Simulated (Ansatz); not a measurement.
A structure relaxed at PBE0-D4/def2-TZVP, charge 0, multiplicity 1:

Cartesian coordinates in Å:
```
Si -0.2443 0.5805 1.8992
Si 0.4120 0.7555 -0.3235
C -0.5834 -0.4614 -1.4520
Al 1.2068 -1.2100 -1.2820
H 0.7719 1.1663 2.8145
H -1.5577 1.2279 2.1779
H -0.3771 -0.8699 2.2203
H 0.5384 2.1644 -0.7931
H -0.7370 -0.0506 -2.4574
H -1.5272 -0.8631 -1.0856
H 2.0977 -2.4396 -1.7183
```

Give its formula and SMILES.

CH7AlSi2, `[SiH3][SiH]1[CH2][AlH]1`.

Summarise the bond lengths by kind.

1 × Si–Si 2.324 Å; 4 × H–Si 1.488 to 1.491 Å; 1 × C–Si 1.935 Å; 1 × Al–Si 2.327 Å; 1 × Al–C 1.948 Å; 2 × C–H 1.089 to 1.097 Å; 1 × Al–H 1.580 Å.

Results of the Gaussian-basis code of Ansatz.
